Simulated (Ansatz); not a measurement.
Frontier orbitals of Br$_{2}$H$_{2}$O$_{2}$Si, SMILES `O[Si](O)(Br)Br`.

```xyz
7

O    -0.416   -0.667   -1.194
Si    0.226    0.031    0.123
O    -0.675   -0.344    1.411
Br    2.250   -0.699    0.547
Br    0.316    2.219   -0.205
H    -0.088   -0.399   -2.055
H    -1.613   -0.142    1.372
```

Charge 0, multiplicity 1. Correlated methods include outer-core shells of Br, which these sets cover unevenly. Scalar relativity is left out up to krypton. Geometry: relaxed with PBE0-D4/def2-TZVP. It is one conformer, not always the lowest. Basis def2-TZVPP, Ansatz 0.2.0.

```tsv
functional	HOMO (eV)	LUMO (eV)	gap (eV)
LDA (SPW92)	-7.29	-1.40	5.89
PBE	-7.12	-1.15	5.97
revPBE	-7.06	-1.04	6.02
PBE0	-8.44	-0.20	8.24
r2SCAN0	-8.67	0.06	8.73
LC-ωPBE	-11.15	2.08	13.23
ωB97M-V	-10.63	1.59	12.22
```

Against PBE, PBE0 changes HOMO and LUMO by −1.31 and +0.95 eV, ωB97M-V by −3.51 and +2.73 eV. A gap of 5.98 eV thus becomes 12.22 eV for the same molecule, so an orbital gap means little without its functional. A positive LUMO is unbound and depends on the basis.

LC-ωPBE has ω = 0.4 bohr⁻¹.
